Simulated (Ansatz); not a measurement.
A structure relaxed at PBE0-D4/def2-TZVP in Ansatz, charge 1, doublet:

```xyz
3

V     0.813    1.976   -0.445
V    -0.846   -2.060    0.463
S     0.033    0.084   -0.018
```

Question: Give its formula and point group.

Answer: V2S⁺. Point group C∞v (tolerance 0.1 Å).

Question: Summarise the bond lengths by kind (pairs closer than 1.2 times the sum of covalent radii, bridged metal pairs left out).

Answer: 2 × S–V 2.09 to 2.37 Å.

The charge 1 doublet is spin-contaminated (final ⟨S²⟩ up to 3.82, 0.75 for a pure state). The relaxation made no stability test and no search for a lower SCF solution. The structure comes from a short search, and lower isomers may exist.
